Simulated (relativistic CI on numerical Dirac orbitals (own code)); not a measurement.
Hyperfine structure of Os⁷⁺, mass number 187

Method of calculation: Dirac-Coulomb-Breit CI, orbitals from a KLI potential per configuration, model QED (radiative potential, 1s self-energy scaled to tabulated hydrogen-like ionisation energies), unscaled Slater integrals (own radial code, finite nucleus).

CI space (outside the closed core [Kr] 4d10): 4f¹⁴5s²5p⁶5d, 4f¹⁴5s²5p⁶6s, 4f¹⁴5s²5p⁶5f, 4f¹⁴5s²5p⁶6p, 4f¹⁴5s²5p⁵5d², 4f¹⁴5s²5p⁶5g, 4f¹⁴5s²5p⁶6d, 4f¹⁴5s²5p⁶7s, 4f¹⁴5s5p⁶5d², 4f¹⁴5s²5p⁶7p, 4f¹³5s²5p⁶5d², 4f¹⁴5s²5p⁶6f, 4f¹⁴5s²5p⁶7d. Double excitations out of closed p, d and f shells are left out; levels of such configurations are missing from the list, as are those of other unlisted configurations, and high levels can miss mixing partners.

Nuclear spin I = 1/2, μ = 0.06442 μN (tables of Stone and Pyykkö). The electronic factors are computed for point nuclear moments, without core polarisation or the Bohr-Weisskopf and QED corrections.

```csv
Level,E (cm⁻¹),A (MHz)
4f¹⁴5s²5p⁶5d ²D3/2,0,318.5
4f¹⁴5s²5p⁶5d ²D5/2,12839,128
4f¹⁴5s²5p⁶6s ²S1/2,155293,8738
4f¹⁴5s²5p⁶6p ²P°1/2,240342,2373
4f¹⁴5s²5p⁶6p ²P°3/2,266801,254.5
4f¹⁴5s²5p⁵5d² ⁴D°1/2,351983,-107.3
4f¹⁴5s²5p⁶5f ²F°5/2,352709,30.16
4f¹⁴5s²5p⁵5d² ⁴D°3/2,354216,372.5
```

Levels with J = 0, under 50 % of one LS term, or S terms without an open s electron are left out. Small factors come from cancelling terms and can be off by tens of per cent or more.

At this charge configurations can still be misplaced by up to about 7 % of their energy. Levels and lines within the n = 5 or 6 shells can be off by up to 10 % or somewhat more, and those that change n by about 2 %, since core polarisation is missing. Levels that differ in their count of f electrons can be misplaced by several ten thousand cm⁻¹, since the correlation energy of f electrons is missing or only estimated; rates across such gaps can be off by orders of magnitude.

**Question.** Give the hyperfine levels of 4f¹⁴5s²5p⁶5d ²D3/2 relative to its centre of gravity.

**Answer.** With K = F(F + 1) − I(I + 1) − J(J + 1), E = AK/2: F = 1: -398.1, F = 2: 238.9 MHz.

LS names give the leading component of a level, which can be under half, so a name can repeat, a term be missing and a line seem to break the LS rules.
